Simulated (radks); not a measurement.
Trend from B to Tl: ionisation energy by Delta-SCF between NIST ground configurations, and size. Method: Dirac Kohn-Sham, PBE, spin-unpolarised, spherical densities, point nucleus; open shells are shared between the two j in proportion to 2j + 1; computed with a radial shooting solver on a logarithmic mesh with Libxc functionals.

| species | configuration | configuration of the ion | IE (eV) | NIST (eV) | kind | -e(HOMO) (eV) | outermost | <r> outermost (bohr) | r at 0.001 e/bohr^3 (bohr) |
|---|---|---|---|---|---|---|---|---|---|
| B | [He] 2s2 2p1 | [He] 2s2 | 8.219 | 8.298 | exp. | 3.606 (2p3/2) | 2p3/2 | 2.30 | 3.90 |
| Al | [Ne] 3s2 3p1 | [Ne] 3s2 | 5.761 | 5.986 | exp. | 2.707 (3p3/2) | 3p3/2 | 3.45 | 4.55 |
| Ga | [Ar] 3d10 4s2 4p1 | [Ar] 3d10 4s2 | 5.690 | 5.999 | exp. | 2.542 (4p3/2) | 4p3/2 | 3.45 | 4.41 |
| In | [Kr] 4d10 5s2 5p1 | [Kr] 4d10 5s2 | 5.374 | 5.786 | exp. | 2.427 (5p3/2) | 5p3/2 | 3.81 | 4.63 |
| Tl | [Hg] 6p1 | [Hg] | 5.273 | 6.108 | exp. | 2.111 (6p3/2) | 6p3/2 | 4.05 | 4.58 |

Reference values: NIST Atomic Spectra Database (measured). Spin polarisation and multiplet splitting are left out, so open shells lie too high by an amount that depends on their filling. Sharing an open shell by 2j + 1 raises it above the true ground level by a part of the spin-orbit splitting, which enters the differences from NIST. Nuclear size, the Breit interaction and QED, all absent here, shift the 1s and 2s values of heavy ions.

Beside tabulated values, note that spin-unpolarised runs miss the spin-polarisation part of the exchange energy of open shells.
